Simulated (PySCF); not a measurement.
Computed IR spectrum (relative IR intensity) of a molecule C₃H₁₀OSi₂. Geometry optimised at PBE-D3(BJ)/def2-SVP. One conformer was computed; it need not be the lowest. All values below come from PySCF with PBE-D3(BJ)/def2-SVP. Frequencies are harmonic and unscaled.

Lines under 2 % of the strongest are left out, and lines within 2 cm⁻¹ are merged.

ν (cm⁻¹): 448 (vw), 603 (w), 658 (w), 733 (m), 744 (m), 829 (w), 879 (vs), 903 (w), 911 (w), 917 (m), 959 (m), 1014 (w), 1032 (m), 1284 (vw), 1334 (vw), 2142 (m), 2148 (s), 2160 (m), 2165 (m), 2171 (m), 2936 (w), 2946 (w), 2963 (w), 3052 (w), 3062 (w) (against the strongest line: vs over 80 %, s over 45 %, m over 15 %, w over 4 %, vw less)

Task: Pick the molecule that these values belong to.
A) O[SiH2]C/C=C/[SiH3]
B) C[C@@H]1O[C@H]([SiH3])[SiH2]1
C) C=C[SiH2]O[SiH2]C
D) [SiH3]/C=C/CO[SiH3]

Result: B, C[C@@H]1O[C@H]([SiH3])[SiH2]1
